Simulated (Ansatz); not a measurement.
`[F][Sn]([F])([SiH3])[Cl]` → Cl• + `[F][Sn]([F])[SiH3]`•  (homolysis of the Cl–Sn bond)

Computed with Ansatz on PBE0-D4/def2-TZVP structures; ΔE is electronic, products minus reactants. CCSD(T)/CBS is the MP2 limit (def2-TZVPP, def2-QZVPP) plus CCSD(T) − MP2 in def2-TZVPP, frozen cores. This one scheme is used for every species, atoms too. DFT in def2-TZVPP. No spin–orbit coupling; open shells (•) take unrestricted orbitals. Spin–orbit coupling would lower the free atoms: a little for Cl. def2 core potentials past Kr. For Sn outer-core shells are correlated without core-valence functions, so the limit isn't a true one: a few kJ/mol of doubt a bond, and 10 to 20 or more in all where bonds break to atoms.

Q: What is ΔE at CCSD(T)/CBS? (Best estimate.)

A: Ansatz gave: +3.98 eV.

Q: What do these levels give: PBE-D4, BLYP-D4, B97M-V, r2SCANh-D4, B2PLYP, revPBE, PBE0, r2SCANh, MP2/def2-SVP, CCSD/def2-TZVPP, HF/def2-QZVPP, MP2/def2-QZVPP? (Best estimate.)

A: Computed: PBE-D4 3.76, BLYP-D4 3.50, B97M-V 3.96, r2SCANh-D4 3.77, B2PLYP 3.69, revPBE 3.49, PBE0 3.75, r2SCANh 3.75, MP2/def2-SVP 3.81, CCSD/def2-TZVPP 3.70, HF/def2-QZVPP 2.88, MP2/def2-QZVPP 4.14 eV.

Largest T1 diagnostic among the species: 0.018.

From PBE to PBE0 (25 % exact exchange), in def2-TZVPP and without D4, ΔE moves by +0.06 eV. In def2-TZVPP, CCSD(T) changes the Hartree–Fock value by +0.93 eV (the triples alone add +0.10 eV) and MP2 by +1.16 eV; breaking electron pairs costs correlation energy, which Hartree–Fock lacks. At CCSD(T), def2-SVP lies −0.37 eV from the extrapolated value and def2-TZVPP −0.19 eV: correlation converges slowly with the basis, and small sets miss more of it in the bonded molecule than in its fragments.
